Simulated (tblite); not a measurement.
Isomers of C6H13FGe. Method: GFN2-xTB as coded in tblite; computed harmonic values from a numerical Hessian at the method's own geometry, unscaled. Errors from tens to a few hundred cm⁻¹ against measured bands are possible. Modes of hydrogen on germanium can be 10 to 20 % off. One conformer each.

Electronic energies: GFN2-xTB at the same geometries; isomer energies are rough at this level and their order can be wrong.

```csv
SMILES,"electronic energy, lowest = 0 (kcal/mol)"
C[C@@]1([GeH3])CC[C@H](F)C1,23.4
CC(C)[C@@H]1[GeH2][CH2][C@@H]1F,47.1
C[C@@H]1CC[C@@H](F)[CH2][GeH2]1,31.3
C[C@@H]1CC[CH2][Ge@@H]([F])[CH2]1,0.0
C[C@@H]1[CH2][GeH2][CH2][C@@H](F)C1,28.5
C[C@@H]1CC[CH2][Ge@H]([F])[CH2]1,0.1
[CH3][Ge@@H]1[CH2]CCC[C@H]1F,36.3
```

How do GFN2-xTB zero-point energies change the relative energies?

```tsv
SMILES	ZPE (kcal/mol)	of it from modes above 1550 cm⁻¹	electronic (kcal/mol)	with ZPE, lowest = 0 (kcal/mol)	lowest mode (cm⁻¹)	rings
C[C@@H]1CC[CH2][Ge@@H]([F])[CH2]1	109.3	53.7	0.0	0.0	67	1
C[C@@H]1CC[CH2][Ge@H]([F])[CH2]1	109.3	53.7	0.1	0.1	62	1
C[C@@]1([GeH3])CC[C@H](F)C1	106.9	51.4	23.4	20.9	98	1
C[C@@H]1[CH2][GeH2][CH2][C@@H](F)C1	108.2	52.5	28.5	27.4	95	1
C[C@@H]1CC[C@@H](F)[CH2][GeH2]1	108.0	52.3	31.3	30.0	75	1
[CH3][Ge@@H]1[CH2]CCC[C@H]1F	108.7	53.7	36.3	35.7	62	1
CC(C)[C@@H]1[GeH2][CH2][C@@H]1F	106.9	52.6	47.1	44.7	53	1
```

The zero-point energies span 2.4 kcal/mol, from `C[C@@]1([GeH3])CC[C@H](F)C1` to `C[C@@H]1CC[CH2][Ge@H]([F])[CH2]1`. The order is unchanged.

What do entropy and thermal enthalpy add at 298.15 K and 1 bar (rigid rotor, harmonic oscillator, one conformer each)?

| SMILES | point group | symmetry number | S (cal/(mol K)) | H − H(0) (kcal/mol) | ZPE + H − H(0) − TS (kcal/mol) |
| --- | --- | --- | --- | --- | --- |
| C[C@@H]1CC[CH2][Ge@@H]([F])[CH2]1 | C1 | 1 | 97.6 | 6.89 | 87.1 |
| C[C@@H]1CC[CH2][Ge@H]([F])[CH2]1 | C1 | 1 | 97.9 | 6.90 | 87.0 |
| C[C@@]1([GeH3])CC[C@H](F)C1 | C1 | 1 | 94.6 | 6.60 | 85.3 |
| C[C@@H]1[CH2][GeH2][CH2][C@@H](F)C1 | C1 | 1 | 94.6 | 6.56 | 86.6 |
| C[C@@H]1CC[C@@H](F)[CH2][GeH2]1 | C1 | 1 | 95.7 | 6.67 | 86.2 |
| [CH3][Ge@@H]1[CH2]CCC[C@H]1F | C1 | 1 | 99.6 | 7.08 | 86.0 |
| CC(C)[C@@H]1[GeH2][CH2][C@@H]1F | C1 | 1 | 99.5 | 7.09 | 84.3 |
